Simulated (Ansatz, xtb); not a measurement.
A ladder of methods for C2H8OSi (SMILES CC[SiH2]O)

C2H8OSi: 12 atoms, total charge 0, spin state singlet. As SMILES, `CC[SiH2]O`. The shape is that of a PBE0-D4/def2-TZVP optimisation. This is one conformer, not always the lowest.

```tsv
atom	x (Å)	y (Å)	z (Å)
C	-1.4620	-0.3151	-0.1304
C	-0.1931	-0.5952	0.6706
Si	1.3481	0.1382	-0.0886
O	1.2580	1.7827	-0.2296
H	-1.3847	-0.7013	-1.1508
H	-1.6591	0.7583	-0.1987
H	-2.3414	-0.7753	0.3268
H	-0.2921	-0.2109	1.6917
H	-0.0311	-1.6758	0.7672
H	1.5558	-0.4735	-1.4355
H	2.5306	-0.1249	0.7691
H	0.7481	2.1376	-0.9579
```

Quantity: the vertical ionisation energy (to the doublet cation), in eV. The values are calculated.

| level | kind | program | value (eV) | CPU time (all runs) |
| --- | --- | --- | --- | --- |
| GFN1-xTB | semi-empirical | xtb | 14.43 | under 2 s |
| SVWN5/cc-pVDZ | LDA | Ansatz | 9.66 | 6.5 s |
| r2SCAN/cc-pVDZ | meta-GGA | Ansatz | 9.78 | 19 s |
| PBE0/cc-pVDZ | global hybrid | Ansatz | 9.99 | 12 s |
| CAM-B3LYP/cc-pVDZ | range-separated hybrid | Ansatz | 10.19 | 16 s |
| B2PLYP/cc-pVDZ | double hybrid | Ansatz | 10.07 | 17 s |
| RPA@PBE/cc-pVDZ | RPA | Ansatz | 10.05 | 17 s |
| MP2/cc-pVDZ | perturbation theory | Ansatz | 10.40 | 8.3 s |
| CCSD/cc-pVDZ | coupled cluster or CI | Ansatz | 10.29 | 63 s |

The values span 9.66 to 14.43 eV. The xTB values lack the empirical shift that such differences need. Times are those of the runs behind each value, whatever else they computed, on shared processors of several kinds: orders of magnitude only.
